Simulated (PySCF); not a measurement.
C3H11NOSi2.
SMILES with atom numbers: `[OH:1][CH2:2][C@@H:3]1[CH2:4][SiH2:5][NH:6][SiH2:7]1` (hydrogens: H8 on O1; H9, H10 on C2; H11 on C3; H12, H13 on C4; H14, H15 on Si5; H16 on N6; H17, H18 on Si7)

Computed, not measured: core-valence-separated Tamm–Dancoff BHandHLYP/aug-pcX-1 (pcseg-1 on H, def2-SVPD on Si) in PySCF, non-relativistic, gas phase, PBE0-D3(BJ)/def2-SVP geometry. Absolute energies from this functional tend to lie a few eV below measured edges; no shift was applied.

Question: What does the N 1s absorption edge look like?

Answer: 
| E (eV) | f | core hole on | main final orbital |
| --- | --- | --- | --- |
| 398.76 | 0.0076 | N6 | LUMO+1 (55 %) |
| 399.95 | 0.0174 | N6 | spread |
| 400.24 | 0.0185 | N6 | spread |
| 400.36 | 0.0095 | N6 | LUMO+5 (38 %) |
| 400.69 | 0.0236 | N6 | spread |
| 400.92 | 0.0025 | N6 | LUMO (39 %) |
| 401.19 | 0.0020 | N6 | LUMO+3 (47 %) |

The first line with a tenth or more of the strongest one's intensity is at 398.76 eV (f = 0.008), with the hole on N6 (nitrogen bridging silicon atoms). The strongest listed is at 400.69 eV (f = 0.024; N6).

Question: Give energies, oscillator strengths and core holes at the C K edge.

Answer: 
| E (eV) | f | core hole on | main final orbital |
| --- | --- | --- | --- |
| 285.29 | 0.0103 | C4 | LUMO+2 (44 %) |
| 285.54 | 0.0171 | C3 | LUMO+3 (47 %) |
| 285.81 | 0.0243 | C4 | spread |
| 285.97 | 0.0126 | C4 | spread |
| 285.98 | 0.0106 | C3 | LUMO (48 %) |
| 286.32 | 0.0145 | C3 | spread |
| 286.39 | 0.0044 | C4 | LUMO (71 %) |
| 286.46 | 0.0030 | C3 | LUMO+2 (43 %) |
| 286.48 | 0.0235 | C2 | LUMO (77 %) |
| 286.57 | 0.0152 | C4 | spread |
| 286.65 | 0.0117 | C3 | spread |
| 286.94 | 0.0034 | C4 | LUMO+4 (53 %) |
| 287.05 | 0.0046 | C3 | LUMO+4 (70 %) |
| 287.16 | 0.0061 | C4 | spread |

The first line with a tenth or more of the strongest one's intensity is at 285.29 eV (f = 0.010), with the hole on C4 (sp3 carbon bound to silicon). The strongest listed is at 285.81 eV (f = 0.024; C4).

Question: Give energies, oscillator strengths and core holes at the O K edge.

Answer: 
```tsv
E (eV)	f	core hole on	main final orbital
532.06	0.0197	O1	LUMO (59 %)
534.23	0.0172	O1	spread
534.58	0.0048	O1	LUMO+3 (66 %)
534.73	0.0064	O1	LUMO+1 (31 %)
535.01	0.0004	O1	LUMO+4 (50 %)
535.34	0.0267	O1	spread
535.49	0.0022	O1	LUMO+2 (49 %)
```

The first line with a tenth or more of the strongest one's intensity is at 532.06 eV (f = 0.020), with the hole on O1 (alcohol oxygen). The strongest listed is at 535.34 eV (f = 0.027; O1).

Roots within 0.03 eV whose holes lie on the same, on equivalent or on shared atoms are summed into one line, and the highest roots are left out, as the search may have cut off their partners. Final orbitals are the ground state's empty Kohn–Sham orbitals.

Question: What are the wavelength and the wavenumber of the 399.95 eV line?

Answer: λ = 12398.42 eV Å/399.95 eV = 31.000 Å; 3.2258 × 10⁶ cm⁻¹.

The list ends where the root search ended, not at a threshold.

One conformer stands for the species.
